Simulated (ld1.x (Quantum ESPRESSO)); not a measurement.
Building the TM semilocal potential for Mg (Z = 12) (PBE, scalar-relativistic).

ld1.x (Quantum ESPRESSO) 7.5 input, shortened:

```
&input
   title='Mg', zed=12., rel=1, dft='PBE', iswitch=3,
   config='[Ne] 3s1 3p0 3d-2'
 /
 &inputp
   pseudotype=1, tm=.true., lloc=0,
   nlcc=.false.
 /
3
3P  2  1   0.00   0.00  2.85  2.85  0.0
3D  3  2  -2.00   0.15  2.35  2.35  0.0
3S  1  0   1.00   0.00  2.50  2.50  0.0
 &test
   configts(1)='3s1 3p0'
 /
```

All-electron outer shells of the reference configuration (PBE, scalar-relativistic, ld1.x):

| shell | level (eV) | outermost node (bohr) | outermost maximum (bohr) |
| --- | --- | --- | --- |
| 3s | -11.38 | 0.89 | 2.35 |
| 3p | -7.05 | 0.94 | 2.90 |

**Question.** Estimate the cutoffs (Ry, on a coarse ladder) from which the occupation-weighted sum of valence levels, in a spherical-Bessel basis at the reference potential, stays within 10 and 1 mRy of its value at 400 Ry.

**Answer.** 6 Ry and 15 Ry.

**Question.** Tests: 3s2 3p0; 3s1.5 3p0; 3s1 3p1; 3s0 3p1; 3s0 3p2. Which has the largest error in its energy relative to the reference configuration, and how large is it?

**Answer.** 3s0 3p1, with +56 meV (all-electron minus pseudo) on +4.37 eV.
